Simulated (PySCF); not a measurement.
**Spin-rotation constants: SMILES N#C[SiH2]CSC[SiH3], C₃H₉NSSi₂**

Molfile (atoms numbered from 1):
```
C3H9NSSi2
     RDKit          3D

 16 15  0  0  0  0  0  0  0  0999 V2000
   -4.5722    0.9585   -0.9564 N   0  0  0  0  0  0  0  0  0  0  0  0
   -3.6510    0.3883   -0.5846 C   0  0  0  0  0  0  0  0  0  0  0  0
   -2.1485   -0.5395    0.0235 Si  0  0  0  0  0  4  0  0  0  0  0  0
   -1.1600    0.7128    1.0608 C   0  0  0  0  0  0  0  0  0  0  0  0
    0.4158   -0.0334    1.6223 S   0  0  0  0  0  0  0  0  0  0  0  0
    1.4290    0.2034    0.1341 C   0  0  0  0  0  0  0  0  0  0  0  0
    3.1645   -0.5384    0.4095 Si  0  0  0  0  0  4  0  0  0  0  0  0
   -2.5876   -1.6564    0.8555 H   0  0  0  0  0  0  0  0  0  0  0  0
   -1.4165   -0.9654   -1.1726 H   0  0  0  0  0  0  0  0  0  0  0  0
   -1.6905    0.9786    1.9740 H   0  0  0  0  0  0  0  0  0  0  0  0
   -0.9172    1.6359    0.5356 H   0  0  0  0  0  0  0  0  0  0  0  0
    0.9212   -0.2769   -0.7010 H   0  0  0  0  0  0  0  0  0  0  0  0
    1.4805    1.2744   -0.0608 H   0  0  0  0  0  0  0  0  0  0  0  0
    3.7695    0.0989    1.5755 H   0  0  0  0  0  0  0  0  0  0  0  0
    3.0238   -1.9787    0.6125 H   0  0  0  0  0  0  0  0  0  0  0  0
    3.9315   -0.2530   -0.8044 H   0  0  0  0  0  0  0  0  0  0  0  0
  1  2  3  0
  2  3  1  0
  3  4  1  0
  4  5  1  0
  5  6  1  0
  6  7  1  0
  3  8  1  0
  3  9  1  0
  4 10  1  0
  4 11  1  0
  6 12  1  0
  6 13  1  0
  7 14  1  0
  7 15  1  0
  7 16  1  0
M  END
```

Theory: PySCF 2.14.0, GIAO CAM-B3LYP/pcSseg-1 magnetisability, rotational g tensor and spin-rotation constants, non-relativistic, gas phase. Geometry: GFN2-xTB.

(1) Give the nuclear spin-rotation constants along the inertial axes (H = +C I·J) beside the isotropic shieldings.

(2) How do the rotational constants and the g tensor change when H8, H9, H10, H11, H12, H13, H14, H15, H16 are replaced by deuterium?

Answers

(1) Rotational constants 4.3472, 0.4965, 0.4772 GHz. A star marks the isotopologue with that one atom substituted, in its own axes.
```
atom  isotope  Caa (kHz)  Cbb (kHz)  Ccc (kHz)  mean (kHz)  σ (ppm)
  N1      14N      0.293      0.132      0.108       0.178    -97.7
  H8       1H     -0.429     -0.035      0.006      -0.153     27.7
  H9       1H     -0.326      0.010     -0.047      -0.121     27.5
 H10       1H     -0.436      0.007     -0.053      -0.161     29.6
 H11       1H     -0.500     -0.050      0.006      -0.181     30.0
 H12       1H     -0.224     -0.021     -0.050      -0.099     29.9
 H13       1H     -0.413     -0.064      0.010      -0.155     30.1
 H14       1H     -0.263     -0.006     -0.039      -0.103     28.0
 H15       1H     -0.414     -0.049      0.018      -0.148     28.0
 H16       1H     -0.348      0.002     -0.036      -0.127     27.8
  C2     13C*      0.379      0.226      0.179       0.261     60.1
 Si3    29Si*     -2.420     -0.261     -0.255      -0.979    426.9
  C4     13C*      0.549      0.080      0.077       0.235    163.4
  S5     33S*      0.715      0.118      0.138       0.324    556.9
  C6     13C*      0.685      0.067      0.069       0.274    166.0
 Si7    29Si*     -2.242     -0.283     -0.268      -0.931    416.3
```
For the geometry as given, no vibrational averaging.

(2) Constants 3.5722, 0.4645, 0.4475 GHz; g -0.0325, -0.0106, -0.0105, against -0.0391, -0.0112, -0.0112 before.
